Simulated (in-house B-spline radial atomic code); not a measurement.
Inner levels of antimony as electrons are removed. A shift is the extra binding of the orbital against the neutral atom ([Kr] 4d10 5s2 5p3). The density at the nucleus is averaged over the nuclear charge. Computed with a radial B-spline atomic code at the basis-set limit: Dirac-Hartree-Fock, average of the configuration, finite nuclei.

```json
{"ion": "Sb22+", "configuration": "[Ar] 3d10 4s1", "shift of 1s1/2 (eV)": "670.92", "shift of 2p1/2 (eV)": "656.9", "shift of 3s1/2 (eV)": "617.42", "radius of 1s1/2 (bohr)": "0.028412", "radius of 2p1/2 (bohr)": "0.10317", "radius of 3s1/2 (bohr)": "0.32438", "Σ<r²> (bohr²)": "2.6472", "change of density at nucleus (bohr⁻³)": "-115.07"}
{"ion": "Sb23+", "configuration": "[Ar] 3d10", "shift of 1s1/2 (eV)": "719.23", "shift of 2p1/2 (eV)": "702.96", "shift of 3s1/2 (eV)": "658.34", "radius of 1s1/2 (bohr)": "0.028411", "radius of 2p1/2 (bohr)": "0.10315", "radius of 3s1/2 (bohr)": "0.32408", "Σ<r²> (bohr²)": "2.1058", "change of density at nucleus (bohr⁻³)": "-669.97"}
{"ion": "Sb24+", "configuration": "[Ar] 3d9", "shift of 1s1/2 (eV)": "809.34", "shift of 2p1/2 (eV)": "792.23", "shift of 3s1/2 (eV)": "727.39", "radius of 1s1/2 (bohr)": "0.028412", "radius of 2p1/2 (bohr)": "0.10307", "radius of 3s1/2 (bohr)": "0.32171", "Σ<r²> (bohr²)": "1.9591", "change of density at nucleus (bohr⁻³)": "-573.85"}
{"ion": "Sb25+", "configuration": "[Ar] 3d8", "shift of 1s1/2 (eV)": "901.85", "shift of 2p1/2 (eV)": "883.72", "shift of 3s1/2 (eV)": "797.67", "radius of 1s1/2 (bohr)": "0.028413", "radius of 2p1/2 (bohr)": "0.10298", "radius of 3s1/2 (bohr)": "0.31936", "Σ<r²> (bohr²)": "1.8198", "change of density at nucleus (bohr⁻³)": "-473.86"}
{"ion": "Sb26+", "configuration": "[Ar] 3d7", "shift of 1s1/2 (eV)": "996.77", "shift of 2p1/2 (eV)": "977.43", "shift of 3s1/2 (eV)": "869.16", "radius of 1s1/2 (bohr)": "0.028413", "radius of 2p1/2 (bohr)": "0.10288", "radius of 3s1/2 (bohr)": "0.31701", "Σ<r²> (bohr²)": "1.6875", "change of density at nucleus (bohr⁻³)": "-370.03"}
{"ion": "Sb27+", "configuration": "[Ar] 3d6", "shift of 1s1/2 (eV)": "1094.08", "shift of 2p1/2 (eV)": "1073.33", "shift of 3s1/2 (eV)": "941.87", "radius of 1s1/2 (bohr)": "0.028414", "radius of 2p1/2 (bohr)": "0.10278", "radius of 3s1/2 (bohr)": "0.31468", "Σ<r²> (bohr²)": "1.5617", "change of density at nucleus (bohr⁻³)": "-262.32"}
{"ion": "Sb28+", "configuration": "[Ar] 3d5", "shift of 1s1/2 (eV)": "1193.79", "shift of 2p1/2 (eV)": "1171.41", "shift of 3s1/2 (eV)": "1015.76", "radius of 1s1/2 (bohr)": "0.028414", "radius of 2p1/2 (bohr)": "0.10268", "radius of 3s1/2 (bohr)": "0.31236", "Σ<r²> (bohr²)": "1.442", "change of density at nucleus (bohr⁻³)": "-150.75"}
{"ion": "Sb29+", "configuration": "[Ar] 3d4", "shift of 1s1/2 (eV)": "1295.89", "shift of 2p1/2 (eV)": "1271.66", "shift of 3s1/2 (eV)": "1090.85", "radius of 1s1/2 (bohr)": "0.028415", "radius of 2p1/2 (bohr)": "0.10256", "radius of 3s1/2 (bohr)": "0.31006", "Σ<r²> (bohr²)": "1.328", "change of density at nucleus (bohr⁻³)": "-35.285"}
{"ion": "Sb30+", "configuration": "[Ar] 3d3", "shift of 1s1/2 (eV)": "1400.38", "shift of 2p1/2 (eV)": "1374.06", "shift of 3s1/2 (eV)": "1167.11", "radius of 1s1/2 (bohr)": "0.028415", "radius of 2p1/2 (bohr)": "0.10244", "radius of 3s1/2 (bohr)": "0.30777", "Σ<r²> (bohr²)": "1.2193", "change of density at nucleus (bohr⁻³)": "84.065"}
{"ion": "Sb31+", "configuration": "[Ar] 3d2", "shift of 1s1/2 (eV)": "1507.25", "shift of 2p1/2 (eV)": "1478.61", "shift of 3s1/2 (eV)": "1244.55", "radius of 1s1/2 (bohr)": "0.028416", "radius of 2p1/2 (bohr)": "0.10232", "radius of 3s1/2 (bohr)": "0.3055", "Σ<r²> (bohr²)": "1.1156", "change of density at nucleus (bohr⁻³)": "207.32"}
{"ion": "Sb32+", "configuration": "[Ar] 3d1", "shift of 1s1/2 (eV)": "1616.5", "shift of 2p1/2 (eV)": "1585.29", "shift of 3s1/2 (eV)": "1323.14", "radius of 1s1/2 (bohr)": "0.028416", "radius of 2p1/2 (bohr)": "0.10219", "radius of 3s1/2 (bohr)": "0.30326", "Σ<r²> (bohr²)": "1.0166", "change of density at nucleus (bohr⁻³)": "334.48"}
{"ion": "Sb33+", "configuration": "[Ne] 3s2 3p6", "shift of 1s1/2 (eV)": "1728.14", "shift of 2p1/2 (eV)": "1694.09", "shift of 3s1/2 (eV)": "1402.9", "radius of 1s1/2 (bohr)": "0.028417", "radius of 2p1/2 (bohr)": "0.10205", "radius of 3s1/2 (bohr)": "0.30103", "Σ<r²> (bohr²)": "0.92203", "change of density at nucleus (bohr⁻³)": "465.57"}
{"ion": "Sb34+", "configuration": "[Ne] 3s2 3p5", "shift of 1s1/2 (eV)": "1844.47", "shift of 2p1/2 (eV)": "1796.86", "shift of 3s1/2 (eV)": "1474.44", "radius of 1s1/2 (bohr)": "0.028413", "radius of 2p1/2 (bohr)": "0.10204", "radius of 3s1/2 (bohr)": "0.29929", "Σ<r²> (bohr²)": "0.8121", "change of density at nucleus (bohr⁻³)": "595.05"}
```
